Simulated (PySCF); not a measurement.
Computed properties of N,N-disilylmethanamine (CH₉NSi₂), SMILES CN([SiH3])[SiH3]

N,N-disilylmethanamine (CH9NSi2), SMILES CN([SiH3])[SiH3]. Geometry: ωB97X-D3(BJ)/def2-SVP. The values are those of a single conformer. All values are computed for the isolated molecule unless a solvent is named; none is compared with measurement here.

**Structure.** The optimised structure has Cs symmetry. All 33 harmonic modes at ωB97X-D3(BJ)/def2-SVP (PySCF) are real, so it is a minimum. With heavy atoms numbered as in [SiH3:1][N:2]([CH3:3])[SiH3:4], the shortest bond between them is N2–C3 at 1.465 Å and the longest N2–Si4 at 1.742 Å.

**Vibrations.** The strongest infrared lines (harmonic, unscaled, degenerate partners summed) lie at 949 cm⁻¹ (446 km/mol, H 76 %, Si 15 %, N 9 %), 2223 cm⁻¹ (323 km/mol, H 96 %), 2238 cm⁻¹ (201 km/mol, H 98 %). The softest mode is at 92 cm⁻¹ and the zero-point energy is 60.0 kcal/mol.

**Electronic structure.** ωB97X/def2-TZVP (PySCF) places the frontier levels at -9.41 and 2.06 eV, a gap of 11.47 eV, and gives a dipole moment of 0.86 D and a mean polarisability of 71.6 bohr³. PBE/def2-TZVP (PySCF) at the same geometry gives -5.76 and -0.79 eV, so its gap is 6.50 eV narrower. An orbital gap is neither the optical nor the fundamental gap.

**Excitations.** TDA-PBE0/def2-SVPD (PySCF) has S1 at 5.73 eV (216 nm, f = 0.000, dark); the most intense of the 10 singlets computed lies at 8.14 eV (f = 0.12). T1 (TDA) is at 5.44 eV, 0.29 eV under S1. TDA-PBE/def2-SVPD (PySCF) puts S1 at 5.05 eV. No vertical singlet excitation falls in the visible range (under 3.1 eV).

**NMR.** GIAO shifts at PBE0/pcSseg-1 (PySCF) (non-relativistic, atoms alike by connectivity averaged): ¹³C at 38.3 ppm against TMS; ¹H from 2.9 to 4.9 ppm against TMS; ²⁹Si at -40.5 ppm against TMS.
